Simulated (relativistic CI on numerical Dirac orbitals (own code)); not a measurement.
# Electric-dipole lines of Pb55+

Calculated at this level of theory: Dirac-Coulomb-Breit CI, KLI orbitals optimised for each configuration, model QED, unscaled Slater integrals (own radial code, finite nucleus).

Configurations in the expansion (outside the closed core [Ne]): 3s²3p⁶3d⁹, 3s²3p⁵3d¹⁰, 3s3p⁶3d¹⁰, 3s²3p⁶3d⁸4s, 3s²3p⁶3d⁸4p, 3s²3p⁴3d¹⁰4s, 3s²3p⁶3d⁸4d, 3s²3p⁴3d¹⁰4p, 3s²3p⁵3d⁹4s, 3s²3p⁶3d⁸4f, 3s²3p⁴3d¹⁰4d, 3s²3p⁵3d⁹4p, 3s3p⁵3d¹⁰4s, 3s²3p⁶3d⁷4s², 3s3p⁵3d¹⁰4p, 3s²3p⁵3d⁹4d, 3s²3p⁶3d⁷4s4p, 3s3p⁶3d⁹4s, 3s3p⁵3d¹⁰4d, 3s²3p⁵3d⁹4f, 3p⁶3d¹⁰4s, 3s²3p⁶3d⁸5s, 3s²3p⁶3d⁷4p², 3s²3p⁶3d⁷4s4d, 3s²3p⁶3d⁸5p, 3s3p⁶3d⁹4p, 3p⁶3d¹⁰4p, 3s²3p⁵3d⁸4s², 3s²3p⁶3d⁷4p4d, 3s²3p⁶3d⁸5d, 3s²3p⁶3d⁸5f, 3p⁶3d¹⁰4d, 3s²3p⁵3d⁸4s4p, 3s²3p⁶3d⁸5g, 3s3p⁶3d⁹4d, 3s²3p⁶3d⁷4d². Levels of other configurations are missing.

| λ vac (nm) | Lower | Upper | A (s⁻¹) | E lower (eV) | E upper (eV) |
| --- | --- | --- | --- | --- | --- |
| 0.39197 | 3s²3p⁶3d⁹ ²D5/2 [1] | 3s²3p⁵3d⁹4d ²F°7/2 [302] | 8.62e+13 | 0.00 | 3163.09 |
| 0.39220 | 3s²3p⁶3d⁹ ²D5/2 [1] | 3s²3p⁵3d⁹4d ²D°5/2 [300] | 8.57e+13 | 0.00 | 3161.25 |
| 0.39277 | 3s²3p⁶3d⁹ ²D3/2 [2] | 3s²3p⁵3d⁹4d ²F°5/2 [335] | 7.87e+13 | 109.66 | 3266.35 |
| 0.39282 | 3s²3p⁶3d⁹ ²D3/2 [2] | 3s²3p⁵3d⁹4d ²D°3/2 [334] | 1.40e+14 | 109.66 | 3265.96 |
| 0.39322 | 3s²3p⁶3d⁹ ²D3/2 [2] | 3s²3p⁵3d⁹4d ²P°1/2 [332] | 1.93e+14 | 109.66 | 3262.69 |
| 0.39360 | 3s²3p⁶3d⁹ ²D5/2 [1] | 3s²3p⁵3d⁹4d ²P°3/2 [297] | 9.38e+13 | 0.00 | 3149.99 |
| 0.39433 | 3s²3p⁶3d⁹ ²D3/2 [2] | 3s²3p⁵3d⁹4d ²F°5/2 [325] | 8.12e+13 | 109.66 | 3253.87 |
| 0.39453 | 3s²3p⁶3d⁹ ²D5/2 [1] | 3s²3p⁵3d⁹4d ²F°7/2 [293] | 6.54e+13 | 0.00 | 3142.61 |
| 0.39583 | 3s²3p⁶3d⁹ ²D5/2 [1] | 3s²3p⁵3d⁹4d ²P°3/2 [287] | 1.09e+14 | 0.00 | 3132.24 |
| 0.39599 | 3s²3p⁶3d⁹ ²D5/2 [1] | 3s²3p⁵3d⁹4d ²D°5/2 [286] | 9.15e+13 | 0.00 | 3130.98 |
| 0.42269 | 3s²3p⁶3d⁹ ²D5/2 [1] | 3s²3p⁶3d⁸4f ²F°5/2 [234] | 4.49e+13 | 0.00 | 2933.20 |
| 0.42280 | 3s²3p⁶3d⁹ ²D3/2 [2] | 3s²3p⁶3d⁸4f ²F°5/2 [258] | 4.13e+14 | 109.66 | 3042.09 |
| 0.42378 | 3s²3p⁶3d⁹ ²D5/2 [1] | 3s²3p⁶3d⁸4f ²F°7/2 [231] | 6.45e+14 | 0.00 | 2925.65 |
| 0.42379 | 3s²3p⁶3d⁹ ²D5/2 [1] | 3s²3p⁶3d⁸4f ²D°5/2 [230] | 5.53e+14 | 0.00 | 2925.60 |
| 0.42460 | 3s²3p⁶3d⁹ ²D5/2 [1] | 3s²3p⁶3d⁸4f ²P°3/2 [226] | 4.93e+14 | 0.00 | 2920.01 |
| 0.42489 | 3s²3p⁶3d⁹ ²D3/2 [2] | 3s²3p⁶3d⁸4f ²D°3/2 [257] | 5.12e+14 | 109.66 | 3027.68 |
| 0.42522 | 3s²3p⁶3d⁹ ²D3/2 [2] | 3s²3p⁶3d⁸4f ²F°5/2 [256] | 2.47e+14 | 109.66 | 3025.40 |
| 0.42738 | 3s²3p⁶3d⁹ ²D3/2 [2] | 3s²3p⁶3d⁸4f ²P°1/2 [250] | 2.21e+14 | 109.66 | 3010.70 |
| 0.43817 | 3s²3p⁶3d⁹ ²D3/2 [2] | 3s²3p⁶3d⁸4f ²P°1/2 [239] | 4.82e+14 | 109.66 | 2939.27 |
| 0.43826 | 3s²3p⁶3d⁹ ²D5/2 [1] | 3s²3p⁶3d⁸4f ²F°7/2 [180] | 6.80e+13 | 0.00 | 2829.00 |
| 0.43849 | 3s²3p⁶3d⁹ ²D3/2 [2] | 3s²3p⁶3d⁸4f ²D°3/2 [237] | 3.37e+14 | 109.66 | 2937.18 |
| 0.43911 | 3s²3p⁶3d⁹ ²D3/2 [2] | 3s²3p⁶3d⁸4f ²F°5/2 [234] | 2.68e+14 | 109.66 | 2933.20 |
| 0.43981 | 3s²3p⁶3d⁹ ²D5/2 [1] | 3s²3p⁶3d⁸4f ²F°5/2 [174] | 1.66e+14 | 0.00 | 2819.04 |
| 0.43993 | 3s²3p⁶3d⁹ ²D5/2 [1] | 3s²3p⁶3d⁸4f ²F°7/2 [173] | 2.17e+14 | 0.00 | 2818.29 |
| 0.43995 | 3s²3p⁵3d¹⁰ ²P°3/2 [3] | 3s²3p⁵3d⁹4f ²D5/2 [395] | 2.15e+14 | 551.72 | 3369.84 |
| 0.44065 | 3s²3p⁵3d¹⁰ ²P°3/2 [3] | 3s²3p⁵3d⁹4f ²D3/2 [392] | 2.36e+14 | 551.72 | 3365.36 |
| 0.44066 | 3s²3p⁶3d⁹ ²D5/2 [1] | 3s²3p⁶3d⁸4f ²F°5/2 [172] | 9.24e+13 | 0.00 | 2813.60 |
| 0.44210 | 3s²3p⁶3d⁹ ²D5/2 [1] | 3s²3p⁶3d⁸4f ²P°3/2 [169] | 1.59e+14 | 0.00 | 2804.46 |
| 0.44225 | 3s²3p⁵3d¹⁰ ²P°3/2 [3] | 3s²3p⁵3d⁹4f ²P1/2 [388] | 2.08e+14 | 551.72 | 3355.20 |
| 0.47169 | 3s²3p⁶3d⁹ ²D5/2 [1] | 3s²3p⁵3d⁹4s ²F°7/2 [86] | 3.39e+13 | 0.00 | 2628.50 |
| 2.2128 | 3s²3p⁶3d⁸4s ²F7/2 [7] | 3s²3p⁵3d⁹4s ²D°5/2 [93] | 3.60e+12 | 2098.34 | 2658.65 |
| 2.2153 | 3s²3p⁶3d⁸4s ⁴F9/2 [6] | 3s²3p⁵3d⁹4s ⁴D°7/2 [92] | 3.38e+12 | 2094.82 | 2654.50 |
| 2.2159 | 3s²3p⁶3d⁸4p ²G°9/2 [14] | 3s²3p⁵3d⁹4p ²F7/2 [143] | 3.36e+12 | 2211.95 | 2771.48 |
| 2.2472 | 3s²3p⁶3d⁹ ²D5/2 [1] | 3s²3p⁵3d¹⁰ ²P°3/2 [3] | 2.25e+12 | 0.00 | 551.72 |
| 3.5296 | 3s²3p⁶3d⁸4p ⁴G°7/2 [24] | 3s²3p⁶3d⁸4d ⁴H9/2 [97] | 1.56e+12 | 2319.04 | 2670.31 |
| 3.5380 | 3s²3p⁶3d⁸4p ²G°9/2 [14] | 3s²3p⁶3d⁸4d ²H11/2 [64] | 1.57e+12 | 2211.95 | 2562.38 |
| 3.5553 | 3s²3p⁶3d⁸4p ²H°9/2 [31] | 3s²3p⁶3d⁸4d ²I11/2 [104] | 1.55e+12 | 2335.34 | 2684.07 |
| 4.1261 | 3s²3p⁶3d⁸4s ⁴F9/2 [6] | 3s²3p⁶3d⁸4p ⁴F°9/2 [36] | 6.15e+11 | 2094.82 | 2395.31 |
| 4.1306 | 3s²3p⁶3d⁸4s ²D5/2 [8] | 3s²3p⁶3d⁸4p ²F°7/2 [40] | 9.12e+11 | 2106.03 | 2406.19 |
| 4.1661 | 3s²3p⁶3d⁸4s ²F7/2 [7] | 3s²3p⁶3d⁸4p ²D°5/2 [38] | 9.36e+11 | 2098.34 | 2395.95 |
| 4.1677 | 3s²3p⁶3d⁸4s ⁴P5/2 [15] | 3s²3p⁶3d⁸4p ⁴D°7/2 [52] | 9.33e+11 | 2214.69 | 2512.18 |
| 4.1689 | 3s²3p⁶3d⁸4s ²F7/2 [7] | 3s²3p⁶3d⁸4p ²F°7/2 [37] | 6.64e+11 | 2098.34 | 2395.75 |
| 4.1743 | 3s²3p⁶3d⁸4s ⁴F7/2 [11] | 3s²3p⁶3d⁸4p ⁴G°9/2 [47] | 1.02e+12 | 2203.66 | 2500.68 |
| 4.1769 | 3s²3p⁶3d⁸4s ⁴F9/2 [6] | 3s²3p⁶3d⁸4p ⁴G°11/2 [35] | 1.02e+12 | 2094.82 | 2391.65 |
| 4.2021 | 3s²3p⁶3d⁸4s ²G9/2 [17] | 3s²3p⁶3d⁸4p ²H°11/2 [55] | 1.01e+12 | 2220.53 | 2515.59 |

Terms are leading LS components. Brackets give the number of a level in order of energy, since labels repeat. The list gives strong lines, with weight on those to low levels, without lines whose two gauges differ by over a factor of 2.5, among the lowest 400 of 3960 levels, so that lines to higher ones, which can be the strongest, are missing. Levels whose partners in the same complex of configurations lie outside the list can be far off, and so can their lines. Rates are taken at the computed energies, electric ones in the length gauge.

At this charge energies of transitions that change n are usually good to better than 1 %, and those within a shell (Δn = 0) to a few per cent.

LS names give the leading component of a level, which can be under half, so a name can repeat, a term be missing and a line seem to break the LS rules.
